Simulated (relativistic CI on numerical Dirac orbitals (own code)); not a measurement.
# The 4d ions of charge 1+

Calculated at this level of theory: Dirac-Coulomb-Breit CI, KLI orbitals optimised for each configuration, model QED (radiative potential, 1s self-energy scaled to tabulated hydrogen-like ionisation energies), valence Slater integrals scaled by 0.75 (own radial code, finite nucleus).

Each species is treated in one configuration, given outside its closed core, with all valence electrons in the open shell. Radial values are for the open shell of highest l, unscaled and averaged over j; ζ includes the Breit term. Labels give the leading LS character, summed over repeated terms.

```tsv
Ion	Configuration	Its lowest level	LS weight (%)	ζ (cm⁻¹)	g_J	g√(J(J+1))	Next level	E (cm⁻¹)
Zr⁺	4d³	⁴F3/2	100	258.2	0.400	0.77	⁴F5/2	235.7
Nb⁺	4d⁴	⁵D0	99	386.1		0.00	⁵D1	119.25
Mo⁺	4d⁵	⁶S5/2	100	533.2	2.000	5.92	⁴G5/2	14999
Tc⁺	4d⁶	⁵D4	99	701.1	1.498	6.70	⁵D3	731.83
Ru⁺	4d⁷	⁴F9/2	98	891.5	1.330	6.61	⁴F7/2	1425.2
Rh⁺	4d⁸	³F4	99	1106	1.249	5.58	³F3	2240.2
Pd⁺	4d⁹	²D5/2	100	1347	1.200	3.55	²D3/2	3320.9
```

NIST ASD lists another ground level for Zr⁺ (4F3/2), Tc⁺ (7S3).

With one configuration, terms of near-neutral atoms and ions can be 10 to 25 % off, and close levels can change places.

At low charge ζ of a weakly bound d or f electron comes out too small.
